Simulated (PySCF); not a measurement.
Can point charges reproduce the dipole moment of `O([SiH2][SiH3])C(=C)OC(F)F`?

Coordinates (GFN2-xTB, Å) and charges (e) from the PBE0/pcSseg-1 density (PySCF):

| atom | x | y | z | Mulliken | IAO | Hirshfeld | ESP-fitted |
| --- | --- | --- | --- | --- | --- | --- | --- |
| C1 | 0.905 | 1.720 | -1.504 | -0.2427 | -0.4631 | -0.1761 | -0.7674 |
| C2 | 0.356 | 0.641 | -0.965 | +0.4349 | +0.3869 | +0.1456 | +0.4780 |
| O3 | -0.670 | -0.002 | -1.473 | -0.5793 | -0.5542 | -0.1839 | -0.3628 |
| Si4 | -1.424 | -1.329 | -0.798 | +0.5452 | +0.7031 | +0.3152 | +0.4703 |
| Si5 | -1.898 | -0.954 | 1.429 | +0.1374 | +0.2685 | +0.2047 | +0.1361 |
| O6 | 0.782 | 0.034 | 0.223 | -0.5219 | -0.3461 | -0.0956 | -0.2817 |
| C7 | 1.948 | 0.410 | 0.782 | +0.6973 | +0.6132 | +0.2142 | +0.4738 |
| F8 | 2.291 | -0.521 | 1.683 | -0.2720 | -0.2828 | -0.0975 | -0.2090 |
| F9 | 1.829 | 1.571 | 1.471 | -0.2915 | -0.3038 | -0.1068 | -0.2090 |
| H10 | 1.716 | 2.255 | -1.053 | +0.1389 | +0.1613 | +0.0407 | +0.2484 |
| H11 | 0.501 | 2.101 | -2.421 | +0.1376 | +0.1797 | +0.0516 | +0.2665 |
| H12 | -0.536 | -2.474 | -1.055 | -0.0667 | -0.1227 | -0.0780 | -0.0979 |
| H13 | -2.510 | -1.363 | -1.776 | -0.0796 | -0.1085 | -0.0732 | -0.0876 |
| H14 | -2.020 | 0.475 | 1.746 | -0.0354 | -0.0833 | -0.0664 | -0.0270 |
| H15 | -3.176 | -1.580 | 1.789 | -0.0634 | -0.1040 | -0.0775 | -0.0745 |
| H16 | -0.883 | -1.506 | 2.328 | -0.0379 | -0.0837 | -0.0697 | -0.0376 |
| H17 | 2.780 | 0.534 | 0.064 | +0.0990 | +0.1395 | +0.0526 | +0.0814 |

Task: Form Σ q r in debye for every column and set it beside the full dipole.

Result: The full density gives (0.11, -0.55, -1.03) D, 1.17 D in size; dipole vectors point from the negative to the positive end.

```json
{"scheme": "Mulliken", "μx": "0.98", "μy": "0.14", "μz": "-2.03", "size (D)": "2.26", "share of the full size (%)": "192", "angle to the full dipole (°)": "36"}
{"scheme": "IAO", "μx": "-0.17", "μy": "-1.49", "μz": "-1.72", "size (D)": "2.28", "share of the full size (%)": "194", "angle to the full dipole (°)": "16"}
{"scheme": "Hirshfeld", "μx": "0.05", "μy": "-0.67", "μz": "-0.52", "size (D)": "0.85", "share of the full size (%)": "72", "angle to the full dipole (°)": "24"}
{"scheme": "ESP-fitted", "μx": "0.07", "μy": "-0.55", "μz": "-1.04", "size (D)": "1.18", "share of the full size (%)": "100", "angle to the full dipole (°)": "2"}
```

Task: Which set comes closest?

Result: Length of the difference vector: ESP-fitted 0.04 D, Hirshfeld 0.53 D, IAO 1.20 D, Mulliken 1.49 D. Closest: ESP-fitted. The schemes that divide the density aren't constrained to reproduce the dipole.

Task: What is left for the Hirshfeld atoms' own dipoles?

Result: The shares of the density sum to the whole, so what Σ q r misses lies in dipoles about the nuclei. The atomic dipoles sum to (0.11, -0.55, -1.03) − (0.05, -0.67, -0.52) = (0.06, 0.12, -0.51) D, 0.53 D in size.

Task: With the origin at the mean of the coordinates, (0.000, 0.001, 0.028) Å, which are the largest single terms, by size, of the ESP-fitted dipole along the direction of the full one?

Result: Si4 +2.73, C1 -2.33, O3 -2.19, F9 +1.83, H11 +1.57 D; all 17 atoms together +1.18 D. The single terms depend on the origin, their sum doesn't.

Task: Give the size of the full dipole in other units.

Result: 1.17 D = 0.462 au = 0.245 e·Å = 3.92 × 10⁻³⁰ C·m.

Isolated species at its GFN2-xTB geometry (one conformer only).

The values belong to the conformer `[CH2:1]=[C:2]([O:3][SiH2:4][SiH3:5])[O:6][CH:7]([F:8])[F:9]`: C1–C2–O3–Si4 -178°, C2–O3–Si4–Si5 49°, C1–C2–O6–C7 -11°, C2–O6–C7–F8 -165°.
